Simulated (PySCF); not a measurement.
Orbital picture of TeP⁺

PW91 at R = 2.174 Å; basis Te def2-SVPD with ECP28, P def2-SVPD; scalar-relativistic core potentials; PySCF 2.14. State: ¹Σ⁺ (singlet), closed shell. Only the outer orbitals are listed, counted within each symmetry, core potentials removing the inner ones.

```json
{"orbital": "7σ", "occ.": "2", "ε (eV)": "-24.28", "on Te (%)": "58", "main shells (%)": "55 Te s, 34 P s"}
{"orbital": "8σ", "occ.": "2", "ε (eV)": "-19.50", "on Te (%)": "45", "main shells (%)": "55 P s, 35 Te s, 9 Te p"}
{"orbital": "9σ", "occ.": "2", "ε (eV)": "-14.22", "on Te (%)": "44", "main shells (%)": "46 P p, 39 Te p, 9 P s"}
{"orbital": "4π", "occ.": "2", "ε (eV)": "-13.76", "on Te (%)": "57", "main shells (%)": "56 Te p, 41 P p"}
{"orbital": "4π", "occ.": "2", "ε (eV)": "-13.76", "on Te (%)": "57", "main shells (%)": "56 Te p, 41 P p"}
{"orbital": "5π", "occ.": "0", "ε (eV)": "-10.64", "on Te (%)": "43", "main shells (%)": "56 P p, 41 Te p"}
{"orbital": "5π", "occ.": "0", "ε (eV)": "-10.64", "on Te (%)": "43", "main shells (%)": "56 P p, 41 Te p"}
{"orbital": "10σ", "occ.": "0", "ε (eV)": "-6.67", "on Te (%)": "56", "main shells (%)": "40 Te p, 34 P p, 13 Te d"}
```

Task: Which are the highest filled and the lowest empty level, where do they sit, and how wide is the gap?

Result: Highest filled 4π at -13.76 eV (in %: 56 Te p, 41 P p); lowest empty 5π at -10.64 eV (in %: 56 P p, 41 Te p); the gap at PW91 is 3.12 eV.

The bond order (Mayer) is 2.94, the ⟨S²⟩ is 0.000 and the charge on Te (Mulliken, basis-dependent) is 0.77. The charge on Te (Löwdin, basis-dependent) is 0.65 and the dipole moment (positive dipole points towards P; it is taken about the centre of mass and depends on that origin) is 1.67 D.

Spin–orbit coupling is left out.
